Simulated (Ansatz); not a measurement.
Reactions of `S[B]1[O][AlH]1`.

Isolated molecules relaxed with PBE0-D4/def2-TZVP in Ansatz; ΔE leaves out vibrations. CCSD(T)/CBS adds triple-zeta CCSD(T) − MP2 to the extrapolated MP2 energy (def2 sets, frozen cores). This one scheme is used for every species, atoms too. Functionals use def2-TZVPP. Open shells (•) are unrestricted, without spin–orbit coupling. Spin–orbit coupling would lower the free atoms: a little for Al, B, O, S. One conformer a species, not always the lowest.

| reaction | ωB97X-V (kJ/mol) | r2SCAN-D4 (kJ/mol) | CCSD(T)/CBS(def2) (kJ/mol) |
| --- | --- | --- | --- |
| `S[B]1[O][AlH]1` + `BO[SiH2]C` → `C[B]1[O][AlH]1` + `BO[SiH2]S` | 4 | 4 | 2 |
| `S[B]1[O][AlH]1` → Al• + B• + 2 H• + O• + S• | 2067 | 2094 | 2053 |
| `S[B]1[O][AlH]1` + `C[SiH2][Al]([CH3])[Cl]` → `C[SiH2][B]1[O][AlH]1` + `[CH3][Al]([SH])[Cl]` | -31 | -35 | -38 |
| `S[B]1[O][AlH]1` + CH₄ → `C[B]1[O][AlH]1` + H₂S | 67 | 71 | 66 |
| `S[B]1[O][AlH]1` + `C[SiH3]` → `C[SiH2][B]1[O][AlH]1` + H₂S | 87 | 86 | 82 |

Largest T1 diagnostic: 0.018, for Al•.
